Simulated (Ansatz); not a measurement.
Species: sum formula MoOF₂, charge 0, multiplicity 3. The spin state was set by rule; other spins were not relaxed. SMILES: [F][Mo](=[O])[F]
Geometry: optimised at B3LYP-D3(BJ)/def2-TZVP (Ansatz, an electronic-structure program).

Quantity: atomisation energy (electronic, to ground-state atoms), in kcal/mol. Correlated levels leave the core frozen unless marked. UHF or UKS for open shells. Spin-orbit coupling is left out. The frozen core is the preceding noble-gas configuration, with the filled d and f shells of earlier blocks. In def2 rows, elements after Kr have scalar-relativistic effective core potentials. The coupled-cluster limit lacks core correlation, which all-electron functionals hold. CBS(X,Y): correlation extrapolated as X^-3; Hartree-Fock from the larger set. [CCSD(T)-MP2]/basis is that difference in the basis named.

The UHF reference is spin-contaminated (<S^2> 0.27 over the pure value in the largest basis). 

| level | program | atomisation energy (kcal/mol) |
|---|---|---|
| BLYP-D3(BJ)/def2-TZVPD | Ansatz + dftd3 | 424.4 |
| BLYP-D4/def2-TZVPD | Ansatz + dftd4 | 424.9 |
| revPBE/def2-TZVPD | Ansatz | [?] |
| PBE0/def2-SVP | Ansatz | 384.4 |
| PBE0-D3(BJ)/def2-TZVP | Ansatz + dftd3 | 378.9 |
| LC-wPBE/def2-TZVPD | Ansatz | 391.3 |
| B2PLYP/def2-TZVPD | Ansatz | [?] |
| CCSD/def2-SVPD | Ansatz | [?] |
| RI-MP2/CBS(def2-TZVPP,def2-QZVPP)+[CCSD(T)-MP2]/def2-TZVPP | Ansatz | 394.7 |

Question: Some entries are withheld; supply them.

Answer: 
- revPBE/def2-TZVPD, atomisation energy (kcal/mol): 401.3
- B2PLYP/def2-TZVPD, atomisation energy (kcal/mol): 399.7
- CCSD/def2-SVPD, atomisation energy (kcal/mol): 353.7
